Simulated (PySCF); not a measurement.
CH₄AlFS (SMILES C[S][AlH][F]), singlet, at a GFN2-xTB geometry (such geometries of metal compounds can be far from the true shape). Base run: PySCF with CCSD(T)/def2-SVP.

Input for PySCF:
```python
from pyscf import gto, scf, cc

mol = gto.M(
    atom='''
Al    0.456183    0.084068    0.878073
F    -0.073307    0.181246    2.431286
H     1.962646    0.127285    0.681673
S    -0.818375   -0.099130   -0.892552
C     0.566961   -0.137658   -2.106960
H     1.142128    0.782335   -2.052599
H     0.106295   -0.229448   -3.084751
H     1.210552   -0.992254   -1.918245
''',
    basis='def2-svp',
    charge=0,
    spin=0,
    verbose=4,
    max_memory=1800,
)

mf = scf.RHF(mol)
mf.kernel()

mycc = cc.CCSD(mf, frozen=12)
mycc.kernel()
et = mycc.ccsd_t()
print('E(CCSD(T)) = %.10f' % (mycc.e_tot + et))
```

Variants of this job, named by their change:

```
change         ΔE vs base (kcal/mol)  MP2 correlation (Eh)  CC correlation without the perturbative part (Eh)  basis functions
-------------  ---------------------  --------------------  -------------------------------------------------  ---------------
base                           0.000              -0.52213                                           -0.56143               84
method = ccsd                   8.13              -0.52213                                           -0.56143               84
method = cisd                  55.15                     -                                                  -               84
method = mp2                     ___              -0.52213                                                  -               84
```

Question: Some entries are withheld; supply them.

Answer: 
- method = mp2, ΔE vs base (kcal/mol): 32.79
